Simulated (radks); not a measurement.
Values are calculated unless marked as measured or tabulated.
Spherical quantum dot in the effective-mass picture: electrons in a parabolic well V = omega^2 r^2 / 2 with omega = 3.03, with a point charge +1 (a donor) at the centre, all in effective atomic units (hartree* = m*/eps^2 hartree, bohr* = eps/m* bohr), one dielectric constant everywhere. Level of theory: non-relativistic Kohn-Sham, r2SCAN, spin-polarised, spherical densities, generalised Kohn-Sham scheme (a radial shooting solver with Libxc functionals). Levels are named by radial order and angular momentum (1s, 1p, 1d, 2s, ...), and open shells are averaged over m. Results are scaled to m* = 0.231 and eps = 12.3, for which hartree* = 41.55 meV and bohr* = 2.818 nm. Each electron was tried in the lowest free levels, single moves between levels near the top were tried too, and the lowest total energy was kept; such a search can miss a lower state. At N = 1 the Hartree and exchange-correlation terms need not cancel, so that row can carry a self-interaction error.

| N | open shells | 2S | E (meV) | mu = E(N) - E(N-1) (meV) | addition energy mu(N+1) - mu(N) (meV) | e(HOMO) (meV) | rms radius (nm) |
|---|---|---|---|---|---|---|---|
| 1 | 1s(up 1, down 0) | 1 | 100.123 | 100.12 | 62.90 | 122.11 | 1.758 |
| 2 | none | 0 | 263.146 | 163.02 | 186.5 | 183.99 | 1.840 |
| 3 | 1p(up 1, down 0) | 1 | 612.693 | 349.55 | 34.40 | 366.33 | 2.135 |
| 4 | 1p(up 2, down 0) | 2 | 996.635 | 383.94 | 35.99 | 401.79 | 2.288 |
| 5 | 1p(up 3, down 0) | 3 | 1416.57 | 419.93 | 52.00 | 438.13 | 2.392 |
| 6 | 1p(up 3, down 1) | 2 | 1888.50 | 471.93 | 32.30 | 487.75 | 2.478 |
| 7 | 1p(up 3, down 2) | 1 | 2392.72 | 504.23 | 33.66 | 520.92 | 2.549 |
| 8 | none | 0 | 2930.61 | 537.89 | 131.0 | 554.92 | 2.609 |
| 9 | 2s(up 1, down 0) | 1 | 3599.52 | 668.91 | 36.09 | 683.29 | 2.712 |
| 10 | none | 0 | 4304.52 | 705.00 | 36.47 | 719.18 | 2.798 |
| 11 | 1d(up 1, down 0) | 1 | 5045.99 | 741.47 | 28.60 | 755.71 | 2.874 |
| 12 | 1d(up 2, down 0) | 2 | 5816.06 | 770.06 | 27.35 | 784.45 | 2.940 |
| 13 | 1d(up 4, down 0) 2s(up 1, down 0) | 5 | 6613.48 | 797.42 | 28.79 | 811.70 | 2.998 |
| 14 | 1d(up 5, down 0) 2s(up 1, down 0) | 6 | 7439.68 | 826.21 | 33.14 | 840.70 | 3.051 |
| 15 | 1d(up 5, down 0) | 5 | 8299.03 | 859.35 | 36.74 | 872.73 | 3.101 |
| 16 | 1d(up 5, down 1) | 4 | 9195.13 | 896.10 | 26.95 | 909.50 | 3.149 |
| 17 | 1d(up 5, down 2) | 3 | 10118.2 | 923.04 | 27.21 | 936.62 | 3.193 |
| 18 | 1d(up 5, down 3) | 2 | 11068.4 | 950.25 | 27.27 | 963.88 | 3.235 |
| 19 | 1d(up 5, down 4) | 1 | 12045.9 | 977.52 | 27.24 | 991.15 | 3.274 |
| 20 | none | 0 | 13050.7 | 1004.8 | 119.1 | 1018.3 | 3.312 |
| 21 | 1f(up 1, down 0) | 1 | 14174.5 | 1123.8 | 24.56 | 1136.1 | 3.363 |
| 22 | 1f(up 2, down 0) | 2 | 15322.9 | 1148.4 | 24.61 | 1160.7 | 3.411 |
| 23 | 1f(up 3, down 0) | 3 | 16495.9 | 1173.0 | 24.60 | 1185.3 | 3.456 |
| 24 | 1f(up 4, down 0) | 4 | 17693.5 | 1197.6 | 24.55 | 1209.9 | 3.499 |
| 25 | 1f(up 5, down 0) | 5 | 18915.6 | 1222.1 | 24.49 | 1234.4 | 3.539 |
| 26 | 1f(up 6, down 0) | 6 | 20162.2 | 1246.6 | 24.41 | 1258.8 | 3.577 |
| 27 | 1f(up 7, down 0) | 7 | 21433.3 | 1271.0 | 34.09 | 1283.2 | 3.614 |
| 28 | 1f(up 7, down 1) | 6 | 22738.4 | 1305.1 | 23.36 | 1316.8 | 3.650 |
| 29 | 1f(up 7, down 2) | 5 | 24066.9 | 1328.5 | 23.43 | 1340.2 | 3.685 |
| 30 | 1f(up 7, down 3) | 4 | 25418.8 | 1351.9 | 23.44 | 1363.6 | 3.718 |
| 31 | 1f(up 7, down 4) | 3 | 26794.2 | 1375.4 | 23.42 | 1387.1 | 3.750 |
| 32 | 1f(up 7, down 5) | 2 | 28192.9 | 1398.8 | 23.38 | 1410.5 | 3.781 |
| 33 | 1f(up 7, down 6) | 1 | 29615.1 | 1422.2 | 23.32 | 1433.8 | 3.811 |
| 34 | none | 0 | 31060.6 | 1445.5 | 30.81 | 1457.1 | 3.840 |
| 35 | 2p(up 1, down 0) | 1 | 32536.8 | 1476.3 | 23.22 | 1487.9 | 3.869 |
| 36 | 2p(up 2, down 0) | 2 | 34036.3 | 1499.5 | 23.36 | 1511.2 | 3.897 |
| 37 | 2p(up 3, down 0) | 3 | 35559.2 | 1522.9 | 29.69 | 1534.6 | 3.924 |
| 38 | 2p(up 3, down 1) | 2 | 37111.7 | 1552.5 | 22.71 | 1563.9 | 3.951 |
| 39 | 2p(up 3, down 2) | 1 | 38687.0 | 1575.2 | 22.85 | 1586.7 | 3.977 |
| 40 | none | 0 | 40285.1 | 1598.1 | - | 1609.6 | 4.003 |

All shells are closed at N = 2, 8, 10, 20, 34, 40 (there: 1s2 1p6 1d10 2s2 1f14 2p6); the second difference of the energy has clear peaks (12 % above both neighbours; the first and last values, which can be the largest, are not judged, and half-filled shells can peak too) at N = 2, 5, 8, 20, 27, 34, 37.
